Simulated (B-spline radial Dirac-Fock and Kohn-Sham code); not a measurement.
# Auger parameter of thallium: the L3 level and its strongest L3-MM line

Calculated with a radial B-spline solver, using Dirac-Fock energy differences between relaxed states, corrected for Breit and QED terms. The modified Auger parameter α′ is the binding energy plus the kinetic energy of the Auger electron; it does not depend on the energy zero. For free ions it tends to fall with charge, since less charge screens the final holes.

```
            species           configuration  binding 2p3/2 (eV)  Auger line  kinetic (eV)  α′ (eV)
                 Tl  [Xe] 4f14 5d10 6s2 6p1             12663.1    M3M3 J=2        6664.4  19327.5
                 Tl  [Xe] 4f14 5d10 6s1 6p2             12665.1    M3M3 J=2        6662.6  19327.6
                Tl⁺      [Xe] 4f14 5d10 6s2             12671.4    M3M3 J=2        6654.7  19326.0
                Tl⁺   [Xe] 4f14 5d9 6s2 6p1             12678.0    M3M3 J=2        6647.7  19325.7
               Tl²⁺      [Xe] 4f14 5d10 6s1             12682.4    M3M3 J=2        6642.5  19324.9
               Tl³⁺          [Xe] 4f14 5d10             12694.4    M3M3 J=2        6629.5  19323.9
Tl³⁺ (Watson 1.6 Å)          [Xe] 4f14 5d10             12667.5    M3M3 J=2        6656.4  19324.0
               Tl⁴⁺           [Xe] 4f14 5d9             12712.7    M3M3 J=2        6610.0  19322.7
               Tl⁵⁺           [Xe] 4f14 5d8             12732.2    M3M3 J=2        6589.5  19321.8
               Tl⁶⁺           [Xe] 4f14 5d7             12752.8    M3M3 J=2        6568.2  19321.0
               Tl⁷⁺           [Xe] 4f14 5d6             12774.4    M3M3 J=2        6545.9  19320.3
```
